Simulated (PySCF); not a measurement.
Constitutional and geometric isomers with formula CH4OSi. Gas-phase values, no solvent. One relaxed conformer stands for each flexible species; it need not be the lowest. Strings in code marks are SMILES.

Calculation: B3LYP-D3(BJ)/def2-TZVP in PySCF 2.14.0. B3LYP has the VWN-RPA correlation part, as in Gaussian. 

| species | HOMO–LUMO gap (eV) | LUMO (eV) |
|---|---|---|
| `[SiH2]=CO` (H–O–C–Si torsion 15°) | 4.22 | -1.43 |
| `O=C[SiH3]` | 5.03 | -1.91 |
| `C1O[SiH2]1` | 6.73 | -0.76 |
| `C[SiH]=O` | 5.91 | -1.72 |
| `O[SiH]=C` (C–Si–O–H torsion 0°) | 5.49 | -0.50 |
